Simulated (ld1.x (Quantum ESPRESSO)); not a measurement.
# Transferability test, RRKJ potential for boron (B)

| Property | Result |
| --- | --- |
| Element | B (Z = 5) |
| Generator | ld1.x (Quantum ESPRESSO) 7.5 |
| Type | norm-conserving RRKJ (Kleinman–Bylander form) |
| Functional | PBE |
| Relativity | scalar-relativistic |
| Frozen core | [He] |
| Valence charge | 3 |
| Reference configuration | 2s2 2p1 |
| Partial waves | 2s (bound): rc 1.54 bohr; 2p (bound): rc 3.35 bohr; 3d channel at 0.1 Ry: rc 2.65 bohr |
| Local potential | all-electron potential smoothed inside 1.40 bohr (lloc = -1) |
| Core correction | Bessel-smoothed model core, default radius (core density twice the valence density) |
| rho0 | 0.02 |

Energies are relative to the spin-unpolarised reference configuration 2s2 2p1; without spin polarisation the order of configurations can differ from experiment.

```csv
valence configuration,charge,ΔE all-electron (eV),error AE − PS (meV)
2s2 2p0,+1,8.220,+171
2s1 2p0,+2,33.642,+499
2s2 2p0.5,+0.5,2.887,+25
2s2 2p1.3,-0.3,-0.738,+2.5
2s1 2p1,+1,14.361,-88
2s0 2p3,0,11.721,-143
```

**Question.** What are ΔE and the potential's error for 2s1 2p2?

**Answer.** ΔE = 5.851 eV all-electron; the error (AE − PS) is -36 meV.

Levels in the configuration 2s1 2p0:

| level | all-electron (eV) | pseudo (eV) |
| --- | --- | --- |
| 2s | -31.475 | -31.088 |
